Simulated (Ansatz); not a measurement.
`C[SiH](F)Cl` + `N=C=O` → `C[SiH](F)N=C=O` + HCl at 600 K and 1 bar (ligand exchange at the Si–Cl bond).

Gas-phase electronic energies from Ansatz, PBE0-D4/def2-TZVP geometries. CCSD(T)/CBS is the MP2 limit (def2-TZVPP, def2-QZVPP) plus CCSD(T) − MP2 in def2-TZVPP, frozen cores. This one scheme is used for every species. One conformer a species, not always the lowest.

```csv
species,CCSD(T)/CBS energy (Eh),H − E (kJ/mol),S (J/(mol·K))
`C[SiH](F)Cl`,-889.24457,181.4,390.8
`N=C=O`,-168.51995,83.3,274.5
`C[SiH](F)N=C=O`,-597.38266,227.8,464.3
HCl,-460.38127,35.4,207.2
```

H − E and S are ideal-gas, rigid-rotor, harmonic terms from PBE0-D4/def2-TZVP, for one conformer and one mirror image of each species. 1 Eh = 2625.50 kJ/mol, R = 8.31446 J/(mol·K).

Problem. By hand: ΔE, ΔH, ΔS and ΔG.

Solution. ΔE = (-597.38266) + (-460.38127) − (-889.24457) − (-168.51995) = 0.00059 Eh = 1.5 kJ/mol. Δ(H − E) = 227.8 + 35.4 − 181.4 − 83.3 = -1.5, so ΔH = 0.0 kJ/mol. ΔS = 464.3 + 207.2 − 390.8 − 274.5 = 6.2 J/(mol·K). ΔG = 0.0 − 600 × (6.2)/1000 = -3.7 kJ/mol.

Problem. By hand: the equilibrium constant, and the temperature at which ΔG would vanish if ΔH and ΔS stayed fixed.

Solution. log₁₀ K = −ΔG/(RT ln 10) = 0.3. With ΔH or ΔS at zero there is no such temperature.

TΔS isn't small against ΔH here. The sign of ΔG lies within the doubt. A doubt of 5 kJ/mol in ΔE shifts log₁₀ K by 0.4 here. Other conformers and mirror images would add mixing entropy, several J/(mol·K) or more a flexible species. Modes under 60 cm⁻¹, often nearly free rotors, make the harmonic entropy too high. These are equilibria of isolated gas molecules and say nothing of rates. Largest T1 diagnostic: 0.018 (customary marks: 0.02 for closed shells, 0.045 for open ones).

ΔS is within the doubt of such terms, so its sign, and with it that verdict, could turn.
